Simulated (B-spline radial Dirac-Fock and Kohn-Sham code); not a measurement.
## The Ge-like isoelectronic sequence (32 electrons), Z = 43 to 53

Model: Dirac-Fock (average of configuration) total-energy differences with a finite nucleus, the Breit interaction including its frequency dependence, and self-energy and vacuum-polarisation corrections. Program: a B-spline atomic structure program. Binding energies in eV, tabulated ground configurations ([Ar] 3d10 4s2 4p2 throughout). Correlation and solid-state effects are left out.

```
  ion   3p1/2   3p3/2   3d3/2   3d5/2  outermost level  NIST ionisation energy
Tc¹¹⁺   679.2   658.9   487.1   483.4       236.2 (4p)               239 ± 2.5
Ru¹²⁺       ?       ?       ?       ?                ?                       ?
Rh¹³⁺   822.5   796.8   611.1   606.3       302.4 (4p)                 306 ± 3
Pd¹⁴⁺   899.2   870.5   677.9   672.3       338.2 (4p)                 342 ± 3
Ag¹⁵⁺   979.3   947.3   747.7   741.5       375.8 (4p)                 381 ± 3
Cd¹⁶⁺  1062.8  1027.3   820.7   813.7       415.2 (4p)                 421 ± 3
In¹⁷⁺  1149.8  1110.3   896.8   889.0       456.4 (4p)                 462 ± 3
Sn¹⁸⁺  1240.2  1196.5   976.0   967.3       499.4 (4p)                 506 ± 3
Sb¹⁹⁺  1334.1  1285.9  1058.4  1048.6       544.2 (4p)                 552 ± 4
Te²⁰⁺  1431.5  1378.3  1143.9  1133.0       590.9 (4p)                 599 ± 4
 I²¹⁺  1532.4  1473.9  1232.5  1220.4       639.3 (4p)                 649 ± 4
```

Q: Fill in the row of Ru¹²⁺.

A: 3p1/2 749.1, 3p3/2 726.3, 3d3/2 547.5, 3d5/2 543.3, outermost 268.4 (4p), NIST 271 ± 3 eV.

NIST's values are for the lowest levels; a dash marks a value that is missing or belongs to another shell. Their kind here: theoretical. Where a p, d or f shell is open in either ion the computed value averages over both j values and all terms, while the table refers to the lowest levels; that difference holds spin-orbit splitting (largest in heavy or highly charged ions), term energies where several electrons share open shells, and correlation, and it can reach 10 % or more.
